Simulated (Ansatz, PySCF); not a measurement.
Reaction (SMILES): CC(C)C + 3 [H][H] (H2) → 4 C (CH4)
Structures are relaxed separately at B3LYP-D3(BJ)/def2-TZVP in Ansatz (a quantum-chemistry and plane-wave program).

Wanted: energy of full hydrogenation (0 K, with B3LYP-D3(BJ) harmonic zero-point energies from PySCF), in kcal/mol. Cores are frozen in the correlated levels unless marked. Spin-orbit coupling is left out. No relativistic terms. CBS marks a two-point X^-3 extrapolation of the correlation energy; Hartree-Fock from the larger set. The bracket is a focal-point correction in the basis named.

| level | program | energy of full hydrogenation (kcal/mol) | minus last row |
|---|---|---|---|
| HF/cc-pVDZ | Ansatz | -50.9 | -12.7 |
| HF/cc-pVTZ | Ansatz | -51.2 | -13.0 |
| HF/def2-TZVPD | PySCF | -50.6 | -12.4 |
| revPBE-D4/def2-TZVPD | Ansatz + dftd4 | -33.7 | 4.5 |
| revPBE/def2-TZVPD | Ansatz | -43.3 | -5.1 |
| r2SCAN/def2-TZVPD | Ansatz | -39.9 | -1.7 |
| B3LYP-D4/def2-TZVPD | Ansatz + dftd4 | -40.6 | -2.4 |
| PBE0/def2-SVP | Ansatz | -41.4 | -3.2 |
| PBE0-D3(BJ)/def2-TZVPD | Ansatz + dftd3 | -39.1 | -0.9 |
| PBE0/def2-TZVPD | Ansatz | -41.9 | -3.7 |
| TPSSh-D4/def2-TZVPD | PySCF + dftd4 | -38.0 | 0.2 |
| r2SCANh/def2-TZVPD | Ansatz | -40.4 | -2.2 |
| HSE06/def2-TZVPD | Ansatz | -41.8 | -3.6 |
| LC-wPBE-D3(BJ)/def2-TZVPD | Ansatz + dftd3 | -38.7 | -0.5 |
| B2PLYP-D4/def2-TZVPD | Ansatz + dftd4 | -39.5 | -1.3 |
| SCS-MP2/STO-3G | Ansatz | -32.9 | 5.3 |
| SCS-MP2/aug-cc-pVDZ | Ansatz | -36.9 | 1.3 |
| SCS-MP2/cc-pVTZ | Ansatz | -39.2 | -1.0 |
| CCSD(T)/STO-3G | Ansatz | -28.7 | 9.5 |
| CCSD(T)/cc-pVTZ | Ansatz | -39.1 | -0.9 |
| RI-MP2/CBS(cc-pVTZ,cc-pVQZ)+[CCSD(T)-MP2]/cc-pVTZ | Ansatz | -38.2 | 0.0 |
